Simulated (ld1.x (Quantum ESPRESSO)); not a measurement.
PBEsol PAW dataset for aluminium (Al), scalar-relativistic all-electron reference.

Input for ld1.x (Quantum ESPRESSO) 7.5:

```
&input
   title='Al', zed=13., rel=1, dft='PBESOL', iswitch=3,
   config='[Ne] 3s1.5 3p1.5 3d-2',
   nld=3, rlderiv=2.30, eminld=-3.0, emaxld=5.0, deld=0.02
 /
 &inputp
   pseudotype=3, lpaw=.true., tm=.true., lloc=-1, rcloc=1.35,
   nlcc=.false.,
   which_augfun='PSQ', rmatch_augfun_nc=.true.,
   file_pseudopw='Al.UPF', file_wfcaegen='ae.wfc', file_wfcncgen='nc.wfc', file_beta='beta', file_chi='chi', file_wfcusgen='us.wfc'
 /
6
3S  1  0   1.50   0.00  1.60  1.90  0.0
3S  1  0   0.00   2.30  1.60  1.90  0.0
3P  2  1   1.50   0.00  1.55  2.10  0.0
3P  2  1   0.00   1.90  1.55  2.10  0.0
3D  3  2  -2.00   0.15  1.60  1.70  0.0
3D  3  2  -2.00   2.50  1.60  1.70  0.0
 &test
   configts(1)='3s1.5 3p1.5'
 /
```

Command:

```bash
ld1.x < Al.in > Al.out
```

Resulting log (shortened: banner, matrices, multipoles, cross overlaps and the repeated all-electron block are left out):

```
Program LD1 v.7.5
     --------------------------- All-electron run ----------------------------

     Al
     scalar relativistic calculation

     atomic number is 13.00
     dft =PBESOL   lsd =0 sic =0 latt =0  beta=0.20 tr2=1.0E-14
     Exchange-correlation= PBESOL
                           (   1   4  10   8   0   0   0)
     mesh =1135 r(mesh) = 100.48924 a.u. xmin = -7.00 dx = 0.01250
     1 Ry =  13.60569312 eV, c = 137.03599908

     n l     nl                  e(Ry)          e(Ha)          e(eV)
     1 0     1S 1( 2.00)      -110.8941       -55.4471     -1508.7916
     2 0     2S 1( 2.00)        -7.9953        -3.9977      -108.7817
     2 1     2P 1( 6.00)        -5.1793        -2.5896       -70.4674
     3 0     3S 1( 1.50)        -0.5983        -0.2992        -8.1404
     3 1     3P 1( 1.50)        -0.2220        -0.1110        -3.0201

     final scf error:  5.4E-15 reached in  22 iterations

     Etot =    -484.206374 Ry,    -242.103187 Ha,   -6587.963330 eV

     Ekin =     484.966897 Ry,     242.483449 Ha,    6598.310781 eV
     Encl =   -1158.367450 Ry,    -579.183725 Ha,  -15760.392054 eV
     Eh   =     224.993114 Ry,     112.496557 Ha,    3061.187269 eV
     Exc  =     -35.798935 Ry,     -17.899468 Ha,    -487.069326 eV

     normalization and overlap integrals

     s(1S/1S) =  1.000000  <r> =   0.1204  <r2> =    0.0195  r(max) =   0.0789
     s(2S/2S) =  1.000000  <r> =   0.6269  <r2> =    0.4712  r(max) =   0.4954
     s(2P/2P) =  1.000000  <r> =   0.6035  <r2> =    0.4631  r(max) =   0.4264
     s(3S/3S) =  1.000000  <r> =   2.5229  <r2> =    7.4244  r(max) =   2.0597
     s(3P/3P) =  1.000000  <r> =   3.3523  <r2> =   13.4771  r(max) =   2.6118

     ------------------------ End of All-electron run ------------------------

     --------------------- Generating PAW atomic setup --------------------

      Generating local potential from pseudized AE potential:
      Matching radius rcloc =   1.3500

      Local pseudo, rcloc= 1.363 Estimated cut-off energy=    13.06 Ry

      Computing core charge for PAW:

       r > 1.33 : true rho core
       r < 1.33 : rho core = a sin(br)/r    a=   1.70  b=   2.05

      Integrated core pseudo-charge :   1.39
      Wfc-us  3S rcutus= 1.887  Estimated cut-off energy=    12.12 Ry
      Wfc-us  3S rcutus= 1.887  Estimated cut-off energy=    17.96 Ry
      Wfc-us  3P rcutus= 2.086  Estimated cut-off energy=    16.63 Ry
      Wfc-us  3P rcutus= 2.086  Estimated cut-off energy=    21.28 Ry
      Wfc-us  3D rcutus= 1.708  Estimated cut-off energy=    35.78 Ry
      Wfc-us  3D rcutus= 1.708  Estimated cut-off energy=    39.53 Ry

     Required augmentation: PSQ   radius:    2.100000

     Q pseudized with Bessel functions
     Expected ecutrho=     167.7494 due to l1=  2   l2=  2

     Estimated PAW energy =  -38.034881 Ryd

     ------------------- End of pseudopotential generation -------------------

     Computing logarithmic derivative in   2.29061
     Computing logarithmic derivative in   2.29061
     Computing the partial wave expansion
     R is outside the sphere for l=    0 j= 0.00
     R is outside the sphere for l=    0 j= 0.00
     R is outside the sphere for l=    1 j= 0.00
     R is outside the sphere for l=    1 j= 0.00
     R is outside the sphere for l=    2 j= 0.00
     R is outside the sphere for l=    2 j= 0.00

     ---------------------- Testing the pseudopotential ----------------------

     Al
     scalar relativistic calculation

     atomic number is 13.00   valence charge is  3.00
     dft = SLA  PW   PSX  PSC   lsd =0 sic =0 latt =0  beta=0.20 tr2=1.0E-14
     mesh =1135 r(mesh) = 100.48924 xmin = -7.00 dx = 0.01250

     n l     nl             e AE (Ry)        e PS (Ry)    De AE-PS (Ry)
     1 0     3S   1( 1.50)       -0.59831       -0.59826       -0.00005
     2 1     3P   1( 1.50)       -0.22197       -0.22193       -0.00004

     eps = 4.8E-15  iter = 10

     Etot =    -484.206374 Ry,    -242.103187 Ha,   -6587.963330 eV
     Etotps =   -38.034646 Ry,     -19.017323 Ha,    -517.487727 eV

     Ekin =       5.360787 Ry,       2.680393 Ha,      72.937221 eV
     Encl =     -10.391299 Ry,      -5.195649 Ha,    -141.380824 eV
     Ehrt =       2.794534 Ry,       1.397267 Ha,      38.021567 eV
     Ecxc =     -35.798668 Ry,     -17.899334 Ha,    -487.065691 eV

     ---------------------- End of pseudopotential test ----------------------
```

Generation and configuration tests took about 1.2 s on one core of a shared server CPU.
